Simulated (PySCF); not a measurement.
Structure elucidation problem

An unknown has the formula C8H7FO2. Its calculated NMR data are:

¹H NMR (600 MHz, computed): δ 7.24 (dd, J = 9.4, 4.7 Hz, 2H), 7.14 (dd, J = 9.4, 8.6 Hz, 2H), 5.71 (br s, 1H), 3.42 (s, 2H).

¹³C{¹H} NMR (computed): δ 175.4 (C), 169.8 (C, d, J = 315.4 Hz), 137.7 (CH, d, J = 5.3 Hz, 2C), 133.7 (C), 120.6 (CH, d, J = 19.3 Hz, 2C), 39.4 (CH2).

[PySCF: coordinates at the PBE0-D3(BJ)/def2-SVP level; B3LYP/pcJ-1 coupling constants (spin–dipole term only in couplings to heteroatoms); GIAO PBE0/pcSseg-1 shieldings; no solvent model; rapidly exchanging positions averaged; no relativistic terms; a single conformation]

Scale: ¹H (31.27 ppm), ¹³C (184.41 ppm) against TMS (reference shieldings calculated alike).

Task: What is the structure?

Result: 
- The formula gives 5 degrees of unsaturation (1 ring in the answer).
- 6 carbon signals for 8 carbons: some carbons are equivalent by symmetry or fast rotation.
- Carbon types of the structure: 3 × C, 4 × CH, 1 × CH2, leaving 1 H on heteroatoms.
- δC 175.4: carboxylic acid carbon; lone-pair donation from the attached heteroatom keeps it upfield of a ketone carbonyl.
- δC 169.8: aromatic carbon bearing fluorine; the electronegative substituent deshields the carbon that carries it.
- δC 137.7, 120.6: aromatic CH.
- δC 133.7: substituted aromatic carbon.
- δC 39.4: sp3 CH2 α to a carbonyl; the adjacent C=O deshields it moderately.
- δH 7.24, 7.14: hydrogen on an aromatic CH; it sits in the deshielding region of the aromatic ring current.
- δH 5.71: hydrogen on an acid hydroxyl oxygen; exchangeable; this is the value without hydrogen bonding to other molecules.

Structure: SMILES C(=O)(O)CC1=CC=C(F)C=C1.

The shifts were computed for this structure.

OH and NH positions are those of a molecule without intermolecular hydrogen bonds; in solution they move with solvent, concentration and temperature, and exchange usually removes their couplings. C–F couplings over four or more bonds (about 3 Hz to the para carbon of a fluoroarene) are left out. Common functionals overestimate the size of one-bond C–F couplings by tens of Hz; these are unscaled. Splittings below 1 Hz are ignored in the labels, and close J values are merged. Couplings among chemically equivalent protons are left out too, so labels in AA′BB′ or AA′XX′ sets are apparent multiplicities. Unscaled 3J(H,H) at this level run about 10 % above measured values. Shifts are as computed. Against solution values, carbons near 30 ppm lie about +2 ppm off and those near 130 ppm about +5 ppm. Of 1211 compounds with measured shifts, 218 miss one by over three times the rms of a fit or turn the order of signals round; such compounds aren't used in these exercises. Hydrogen bonding in solution deshields acid and N–H amide carbonyl carbons by as much as 10 ppm beyond these values.
